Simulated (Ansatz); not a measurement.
A series at V: from `[NH]=[V]([Cl])([Cl])[Cl]`, ligands are replaced one by one, each step taking up NH₃ and setting free HCl; n counts the steps. Ansatz, PBE0-D4/def2-TZVP geometries. Each molecule was computed in one conformer, which needn't be the lowest.

```csv
n,molecule,"HOMO energy, ωB97M-V/def2-TZVPP (eV)"
0,`[NH]=[V]([Cl])([Cl])[Cl]`,-11.10
1,`[NH]=[V]([NH2])([Cl])[Cl]`,-10.42
2,`[NH]=[V]([NH2])([NH2])[Cl]`,-9.48
3,`[NH]=[V]([NH2])([NH2])[NH2]`,?
```

By hand: fit a straight line y = ȳ + b (n − n̄) to the 3 given rows and predict n = 3.

n̄ = 1.000, ȳ = -10.333; Σ(n − n̄)(y − ȳ) = 1.620, Σ(n − n̄)² = 2.000, so b = 0.810 eV a step. Prediction: -10.333 + (0.810) × (2.000) = -8.71 eV.

By hand: compare with the computed value, -9.24 eV, and give the steps along the whole series.

The line misses by -0.53 eV (computed minus predicted). Steps: 0.68, 0.94, 0.24 eV.

The steps differ by up to 0.70 eV without a steady trend. The highest orbital can change its character along such a series. The miss is 28.5 % of the series' range.
